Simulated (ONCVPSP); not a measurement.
# zinc: ONCV pseudisation with Wu-Cohen, scalar-relativistic reference atom.

| Property | Result |
| --- | --- |
| Element | Zn (Z = 30) |
| Generator | ONCVPSP 4.0.1 |
| Type | optimised norm-conserving Vanderbilt (ONCV) |
| Functional | Wu-Cohen |
| Relativity | scalar-relativistic |
| Frozen core | [Ne] |
| Valence charge | 20 |
| Reference configuration | 3s2 3p6 3d10 4s1 (charge +1) |
| Partial waves | 3s+4s: rc 1.15 bohr, ncon 5, nbas 10, qcut 12.9 1/bohr, 2 projectors; 3p: rc 1.15 bohr, ncon 4, nbas 9, qcut 10.5 1/bohr, 2 projectors, debl 1.7 Ha; 3d: rc 0.75 bohr, ncon 4, nbas 7, qcut 11.2 1/bohr, local |
| Local potential | the d channel |
| Core correction | Teter function, fcfact 3.25, rcfact 1 |

In the p channel the program set the typed energies aside and used -3.419, 0.250 Ha.

All-electron outer shells of the reference configuration (Wu-Cohen, scalar-relativistic, ld1.x):

```tsv
shell	level (eV)	outermost node (bohr)	outermost maximum (bohr)
2p	-1013.65	–	0.15
3s	-138.70	0.28	0.59
3p	-93.03	0.25	0.59
3d	-19.82	–	0.57
4s	-14.00	0.84	1.99
```

(1) Estimate the cutoffs (Ha) at which the residual kinetic energy of the hardest occupied pseudo-wave falls to 1 and 0.1 mHa per electron.

(2) Does the potential have ghost states?

(3) Which valence shell sets the plane-wave cutoff?

(4) Tests: 3s2 3p6 3d10 4s2; 3s2 3p6 3d10 4s0; 3s2 3p6 3d9 4s0; 3s2 3p6 3d9 4s2 4p1. Which has the largest error in its energy relative to the reference configuration, and how large is it?

Results:

(1) 316 Ha and 428 Ha.

(2) No bound ghost flagged; GHOST(+) flags only above 600 eV.

(3) 3d: 316 Ha for 1 mHa per electron, against 56 Ha for 3s.

(4) 3s2 3p6 3d9 4s0, with -17 meV (all-electron minus pseudo) on +58.90 eV.
